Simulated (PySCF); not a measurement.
PySCF input file for H₅NO₃Si, SMILES N[Si](O)(O)O, ωB97X-D3(BJ)/def2-SVP. Geometry optimised at ωB97X-D3(BJ)/def2-SVP. The geometry has at least one imaginary mode, so it is a saddle point at that level. One conformer was computed; it need not be the lowest.

```python
import numpy as np
from pyscf import gto, scf, dft, df
from pyscf.hessian import thermo

mol = gto.M(
    atom='''
    N     1.59124361   -0.58312845   -0.13895353
    Si   -0.01448123    0.00949750   -0.01610025
    O    -0.02851492    1.28261336    1.05037713
    O    -0.61305448    0.58234223   -1.44267274
    O    -1.00503659   -1.24008685    0.44860616
    H     1.75618143   -1.43485005   -0.66620294
    H     2.34330499    0.08086439   -0.29432038
    H     0.37303585    1.12688414    1.91017572
    H    -1.51206929    0.92484947   -1.41735276
    H    -0.72357304   -1.74776368    1.21529416
    ''',
    basis='def2-SVP',
    charge=0,
    spin=0,
    max_memory=1600,
    verbose=3,
)
mf = dft.RKS(mol, xc='wb97x-d3bj').density_fit(auxbasis='def2-universal-jkfit')
mf.grids.level = 3
mf.conv_tol = 1e-11
mf.max_cycle = 100
mf.kernel()

# [left out here: the lines that compute and print the analytic Hessian (its translational invariance restored by hand, since the grid's response is missing), thermochemistry and intensities]
```

It prints:

```
converged SCF energy = -572.866935509641

WARN: DFTD3 does not support analytical Hessian, using finite difference


WARN: Mole.unit (angstrom) is changed to Bohr

Mode                                 0                   1                   2
Irrep
Freq [cm^-1]                      -86.0263            108.2860            220.8329
Reduced mass [au]                   1.1273              1.2009              2.0308
Force const [Dyne/A]               -0.0049              0.0083              0.0584
Char temp [K]                    -123.7726            155.7994            317.7293
Normal mode                   x     y     z       x     y     z       x     y     z
       0   N                 0.01  0.04  0.01   -0.01 -0.03 -0.01    0.02  0.02 -0.11
       1  Si                 0.00  0.00  0.00   -0.00 -0.01 -0.00    0.01 -0.01  0.01
       2   O                -0.01 -0.03  0.04   -0.06  0.01 -0.02   -0.06 -0.04  0.05
       3   O                -0.01 -0.01 -0.00    0.01  0.02  0.01    0.08 -0.03 -0.03
       4   O                -0.01 -0.01 -0.05    0.05 -0.04  0.02   -0.02  0.05  0.07
       5   H                -0.02 -0.09  0.21   -0.09 -0.20  0.25   -0.03  0.06 -0.19
       6   H                -0.01  0.01 -0.22   -0.02 -0.09 -0.32   -0.03  0.06 -0.20
       7   H                 0.56  0.12 -0.20    0.04  0.08 -0.06   -0.36 -0.13  0.17
       8   H                -0.08 -0.21 -0.05    0.27  0.69  0.17    0.08 -0.01 -0.08
       9   H                -0.37  0.35  0.32    0.02  0.05  0.09   -0.22  0.25  0.27
Mode                                 3                   4                   5
Irrep
Freq [cm^-1]                      256.5100            294.2172            347.7248
Reduced mass [au]                   1.6179              1.5508              3.2341
Force const [Dyne/A]                0.0627              0.0791              0.2304
Char temp [K]                     369.0608            423.3131            500.2986
Normal mode                   x     y     z       x     y     z       x     y     z
       0   N                 0.03  0.09  0.02   -0.03  0.02 -0.03   -0.03 -0.00  0.06
       1  Si                -0.02 -0.04 -0.01   -0.04  0.01  0.02   -0.02  0.03 -0.08
       2   O                 0.06 -0.03 -0.01   -0.02 -0.02  0.05    0.01 -0.09  0.06
       3   O                -0.02 -0.05 -0.01    0.09 -0.02 -0.05   -0.03  0.03 -0.08
       4   O                -0.07  0.01  0.01   -0.02  0.00  0.05    0.06  0.03  0.08
       5   H                 0.25  0.23 -0.14   -0.08  0.09 -0.16    0.05 -0.07  0.20
       6   H                -0.06  0.25  0.27   -0.10  0.07 -0.16    0.05 -0.06  0.19
       7   H                 0.14 -0.04 -0.05    0.46  0.09 -0.16    0.03 -0.29  0.01
       8   H                 0.18  0.47  0.12    0.11  0.02 -0.22   -0.03  0.03 -0.09
       9   H                -0.14  0.05  0.06    0.30 -0.28 -0.25    0.20  0.16  0.12
Mode                                 6                   7                   8
Irrep
Freq [cm^-1]                      363.6097            375.9212            378.7364
Reduced mass [au]                   4.8742              1.4053              4.1689
Force const [Dyne/A]                0.3797              0.1170              0.3523
Char temp [K]                     523.1534            540.8669            544.9173
Normal mode                   x     y     z       x     y     z       x     y     z
       0   N                -0.00  0.00  0.00    0.04  0.08  0.02    0.07 -0.04 -0.01
       1  Si                 0.02  0.06  0.02   -0.00 -0.03 -0.01    0.07 -0.01 -0.03
       2   O                 0.02  0.01  0.09    0.04 -0.03 -0.02   -0.12 -0.05  0.00
       3   O                -0.06 -0.15 -0.04    0.00  0.02  0.01   -0.05  0.00  0.03
       4   O                 0.00  0.05 -0.08   -0.07  0.03  0.02   -0.05  0.11  0.03
       5   H                -0.12 -0.07  0.08    0.11 -0.18  0.47    0.10 -0.03 -0.01
       6   H                 0.05 -0.09 -0.13   -0.10  0.13 -0.48    0.12 -0.07  0.09
       7   H                -0.08 -0.13  0.11   -0.17 -0.17  0.05    0.20  0.12 -0.12
       8   H                 0.06  0.16  0.03   -0.06 -0.13 -0.01   -0.05 -0.01  0.20
       9   H                -0.01 -0.09 -0.17    0.03 -0.23 -0.19    0.07 -0.12 -0.16
Mode                                 9                  10                  11
Irrep
Freq [cm^-1]                      499.3863            763.3108            775.2698
Reduced mass [au]                   1.5065              8.1509              1.1255
Force const [Dyne/A]                0.2214              2.7981              0.3986
Char temp [K]                     718.5058           1098.2343           1115.4407
Normal mode                   x     y     z       x     y     z       x     y     z
       0   N                 0.05 -0.05  0.13   -0.13  0.05  0.01   -0.00 -0.00 -0.00
       1  Si                 0.00  0.00 -0.02    0.00 -0.00  0.00    0.00  0.00  0.00
       2   O                 0.00 -0.02 -0.01    0.00 -0.10 -0.08    0.03 -0.05  0.02
       3   O                -0.03  0.02 -0.01    0.04 -0.04  0.09   -0.00 -0.01 -0.00
       4   O                 0.02  0.02 -0.00    0.08  0.09 -0.03   -0.05 -0.01 -0.03
       5   H                -0.21  0.25 -0.46   -0.14  0.04  0.03    0.09 -0.03  0.07
       6   H                -0.24  0.16 -0.48   -0.13  0.05  0.03   -0.07  0.07 -0.06
       7   H                -0.04 -0.06  0.00   -0.01 -0.01 -0.06   -0.14  0.61  0.19
       8   H                -0.04  0.00  0.05    0.04 -0.04  0.09   -0.00 -0.01 -0.00
       9   H                 0.01  0.06  0.03    0.00  0.04 -0.05    0.53  0.38  0.04
Mode                                12                  13                  14
Irrep
Freq [cm^-1]                      813.7030            819.3578            822.5718
Reduced mass [au]                   1.2595              1.4909              1.5531
Force const [Dyne/A]                0.4913              0.5897              0.6191
Char temp [K]                    1170.7375           1178.8735           1183.4977
Normal mode                   x     y     z       x     y     z       x     y     z
       0   N                 0.06 -0.02  0.00   -0.03 -0.09 -0.02    0.03 -0.00 -0.01
       1  Si                -0.02  0.01  0.01   -0.01 -0.02 -0.01   -0.00  0.01 -0.02
       2   O                 0.00 -0.04 -0.02   -0.02  0.06  0.05   -0.02  0.05 -0.02
       3   O                -0.05  0.00  0.05   -0.00 -0.01  0.01    0.02 -0.03  0.11
       4   O                 0.03  0.03 -0.00    0.05  0.04 -0.02   -0.06 -0.02 -0.03
       5   H                 0.07 -0.02  0.00    0.56 -0.04  0.09   -0.02 -0.00 -0.03
       6   H                 0.07 -0.03 -0.00   -0.43  0.37 -0.01    0.07 -0.04 -0.02
       7   H                -0.07  0.20  0.05    0.04 -0.08  0.00    0.08 -0.50 -0.15
       8   H                 0.02  0.18 -0.80   -0.01 -0.02 -0.02    0.05  0.04 -0.21
       9   H                -0.19 -0.11 -0.02   -0.00  0.03 -0.02    0.41  0.33  0.05
Mode                                15                  16                  17
Irrep
Freq [cm^-1]                      942.7024            971.8071            998.4595
Reduced mass [au]                   5.2624              5.9129              4.2733
Force const [Dyne/A]                2.7554              3.2901              2.5100
Char temp [K]                    1356.3388           1398.2140           1436.5609
Normal mode                   x     y     z       x     y     z       x     y     z
       0   N                -0.11  0.04  0.02   -0.02 -0.04 -0.01   -0.05  0.02 -0.00
       1  Si                 0.10 -0.02 -0.08    0.05  0.12  0.03    0.07 -0.05  0.10
       2   O                -0.00  0.05  0.06   -0.01 -0.08 -0.07   -0.01 -0.00 -0.03
       3   O                -0.01 -0.01  0.04   -0.00 -0.01 -0.00   -0.06  0.05 -0.10
       4   O                -0.04 -0.05  0.03   -0.06 -0.09  0.03   -0.01  0.02 -0.02
       5   H                -0.15  0.04  0.01    0.22 -0.01  0.03   -0.08  0.01  0.02
       6   H                -0.14  0.07  0.01   -0.17  0.14  0.01   -0.07  0.04  0.03
       7   H                 0.00  0.13  0.07    0.01 -0.09 -0.08    0.03 -0.22 -0.08
       8   H                 0.02  0.05 -0.23    0.00  0.01  0.00   -0.05  0.08 -0.24
       9   H                -0.09 -0.11  0.01   -0.08 -0.08  0.04    0.18  0.16  0.01
Mode                                18                  19                  20
Irrep
Freq [cm^-1]                     1556.0891           3614.4121           3706.8414
Reduced mass [au]                   1.1258              1.0511              1.0953
Force const [Dyne/A]                1.6061              8.0904              8.8671
Char temp [K]                    2238.8657           5200.3343           5333.3195
Normal mode                   x     y     z       x     y     z       x     y     z
       0   N                -0.08  0.02  0.03    0.05 -0.01 -0.03   -0.03 -0.07 -0.02
       1  Si                 0.01 -0.00  0.00   -0.00  0.00 -0.00   -0.00 -0.00 -0.00
       2   O                -0.00  0.00  0.00   -0.00  0.00  0.00    0.00  0.00  0.00
       3   O                -0.00  0.00 -0.00   -0.00  0.00 -0.00   -0.00 -0.00 -0.00
       4   O                -0.00 -0.00 -0.00   -0.00 -0.00 -0.00    0.00  0.00 -0.00
       5   H                 0.60  0.25 -0.15   -0.10  0.59  0.34   -0.12  0.56  0.35
       6   H                 0.31 -0.48 -0.33   -0.51 -0.46  0.09    0.51  0.43 -0.10
       7   H                -0.00 -0.01  0.00    0.00 -0.00  0.00   -0.00  0.00 -0.00
       8   H                -0.00  0.00 -0.00   -0.00  0.00 -0.00   -0.00 -0.00 -0.00
       9   H                 0.00  0.01  0.00    0.00 -0.00  0.00    0.00 -0.00  0.00
Mode                                21                  22                  23
Irrep
Freq [cm^-1]                     3940.3510           3945.5821           3949.1997
Reduced mass [au]                   1.0665              1.0668              1.0669
Force const [Dyne/A]                9.7558              9.7851              9.8037
Char temp [K]                    5669.2878           5676.8142           5682.0191
Normal mode                   x     y     z       x     y     z       x     y     z
       0   N                 0.00 -0.00 -0.00   -0.00 -0.00 -0.00    0.00 -0.00 -0.00
       1  Si                -0.00  0.00  0.00   -0.00 -0.00 -0.00    0.00 -0.00  0.00
       2   O                -0.00  0.00 -0.00    0.02 -0.01  0.04    0.02 -0.00  0.04
       3   O                -0.06  0.02 -0.00    0.00 -0.00  0.00   -0.00  0.00 -0.00
       4   O                -0.00  0.00 -0.00   -0.01  0.02 -0.03    0.01 -0.02  0.03
       5   H                -0.00  0.00  0.00    0.00 -0.00 -0.00   -0.00  0.00  0.00
       6   H                -0.00 -0.00  0.00   -0.00  0.00  0.00   -0.00 -0.00 -0.00
       7   H                 0.02 -0.01  0.05   -0.28  0.10 -0.61   -0.28  0.10 -0.62
       8   H                 0.90 -0.35 -0.00   -0.00  0.00 -0.00    0.08 -0.03  0.00
       9   H                 0.02 -0.03  0.05    0.19 -0.37  0.55   -0.18  0.36 -0.53
temperature 298.1500 [K]
pressure 101325.00 [Pa]
Rotational constants [GHz] 3.93101 3.83008 3.63357
Symmetry number 1
Zero-point energy (ZPE) 0.06940 [Eh]   182220.461 [J/mol]
                           tot       elec      trans        rot        vib
Entropy [J/mol/K]       337.010      0.000    165.557    109.525     61.928
Cv [J/mol/K]            105.129      0.000     12.472     12.472     80.186
Cp [J/mol/K]            113.444      0.000     20.786     12.472     80.186
Internal energy [J/mol]                      3718.434   3718.434 193443.547
Internal energy [Eh]   -572.79042  -572.86694
Enthalpy [J/mol]                             6197.391   3718.434 193443.547
Enthalpy [Eh]          -572.78948
Gibbs free energy [J/mol]                  -43163.514 -28936.430 174979.805
Gibbs free energy [Eh] -572.82775
mode   freq/cm-1   IR/(km/mol)
   1      -86.03         3.808
   2      108.29        56.942
   3      220.83        41.648
   4      256.51        44.124
   5      294.22       102.778
   6      347.72        16.274
   7      363.61         9.854
   8      375.92       130.085
   9      378.74       132.807
  10      499.39       194.591
  11      763.31         3.082
  12      775.27       226.210
  13      813.70       106.858
  14      819.36         5.340
  15      822.57       127.942
  16      942.70       242.134
  17      971.81       255.867
  18      998.46       214.825
  19     1556.09        63.407
  20     3614.41        27.531
  21     3706.84        32.777
  22     3940.35       106.639
  23     3945.58        32.232
  24     3949.20       120.808
max |gradient| / (hartree/bohr): 5.297051963750225e-05
APT charges: [-0.8691  2.2327 -0.896  -0.888  -0.8962  0.1953  0.1954  0.3058  0.3141
  0.3059]
```

The run converged. The end point has an imaginary mode, so it is no minimum.

Cost: roughly 4 core-minutes.
